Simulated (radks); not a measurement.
Question: Species: Fe+. Configuration: [Ar] 3d6 4s1. Calculated with a radial shooting solver on a logarithmic mesh with Libxc functionals: Dirac Kohn-Sham, BLYP, spin-unpolarised, spherical densities, point nucleus; open shells fill j = l - 1/2 first. Some entries of the table are withheld. Estimate them.

orbital  occ.  eigenvalue (hartree)  <r> (bohr)
1s1/2       2             -257.5489     0.05845
2s1/2       2             -30.42569      0.2668
2p1/2       2             -26.28538      0.2334
2p3/2       4             -25.82617      0.2365
3s1/2       2                   (1)      0.8110
3p1/2       2              -2.55110      0.8518
3p3/2       4              -2.49426      0.8613
3d3/2       4                   (2)       1.112
3d5/2       2                   (3)       1.118
4s1/2       1              -0.45591       2.708

Answer: 
(1) 3s1/2 eigenvalue (hartree): -3.75776
(2) 3d3/2 eigenvalue (hartree): -0.58693
(3) 3d5/2 eigenvalue (hartree): -0.58125
